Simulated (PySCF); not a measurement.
## Mayer bond orders and bond lengths

Compound: norbornane, C₇H₁₂.
SMILES with atom numbers: `[CH2:1]1[CH2:2][C@@H:3]2[CH2:4][CH2:5][C@H:6]1[CH2:7]2` (hydrogens: H8, H9 on C1; H10, H11 on C2; H12 on C3; H13, H14 on C4; H15, H16 on C5; H17 on C6; H18, H19 on C7)

Geometry (PBE0-D3(BJ)/def2-SVP, Å), atoms numbered from 1 in this order:
```xyz
19
C7H12 angstrom
C      1.4122   -0.5516    0.2733
C      1.0732    0.9276    0.6005
C     -0.2679    1.1453   -0.1166
C     -1.3546    0.3638    0.6372
C     -1.0160   -1.1156    0.3104
C      0.2230   -0.9992   -0.5904
C     -0.0870    0.2835   -1.3733
H      2.3543   -0.6283   -0.2914
H      1.5248   -1.1758    1.1731
H      0.9975    1.1219    1.6814
H      1.8421    1.6089    0.2043
H     -0.5162    2.2034   -0.2841
H     -2.3561    0.6339    0.2679
H     -1.3410    0.5790    1.7168
H     -1.8439   -1.6040   -0.2267
H     -0.8154   -1.7189    1.2091
H      0.4227   -1.8987   -1.1907
H     -0.9995    0.2100   -1.9865
H      0.7454    0.6157   -2.0143
```

Bond orders from the PBE0/pcSseg-1 density (PySCF). Geometry: PBE0-D3(BJ)/def2-SVP; no solvent, vibrations or thermal averaging.

(1) How far do the computed orders between heavy atoms stray from the drawn ones?

(2) Give the Mayer order of every bond, beside its length.

Results:

(1) The largest departure is 0.039, at C6–C7 (drawn single, 0.961) and C7–C3 (drawn single, 0.961).

(2) 
```
  bond  drawn as  length (Å)  Mayer order
 C1–C2    single       1.552        1.010
 C2–C3    single       1.536        1.002
 C3–C4    single       1.536        1.002
 C4–C5    single       1.552        1.010
 C5–C6    single       1.536        1.002
 C6–C7    single       1.534        0.961
 C6–C1    single       1.536        1.002
 C7–C3    single       1.534        0.961
 C1–H8    single       1.101        0.955
 C1–H9    single       1.101        0.952
C2–H10    single       1.101        0.952
C2–H11    single       1.101        0.955
C3–H12    single       1.100        0.973
C4–H13    single       1.101        0.955
C4–H14    single       1.101        0.952
C5–H15    single       1.101        0.955
C5–H16    single       1.101        0.952
C6–H17    single       1.100        0.973
C7–H18    single       1.102        0.959
C7–H19    single       1.102        0.959
```

By pair of heavy elements: C–C: lowest C6–C7 and C7–C3 (0.961, 1.534 Å), highest C1–C2 and C4–C5 (1.010, 1.552 Å); in 4 of the 28 pairs the longer bond (by over 0.003 Å) has the higher order (by 0.02 or more). Bonds named together lie within 0.004.

Q: Sum the orders of all bonds at each heavy atom with more than one neighbour and set the sums beside the valence in the SMILES.

A: C1 3.919 (drawn 4), C2 3.919 (drawn 4), C3 3.938 (drawn 4), C4 3.919 (drawn 4), C5 3.919 (drawn 4), C6 3.938 (drawn 4), C7 3.840 (drawn 4). Orders between atoms that aren't bonded are not in these sums.

Mayer orders depend on the basis set.
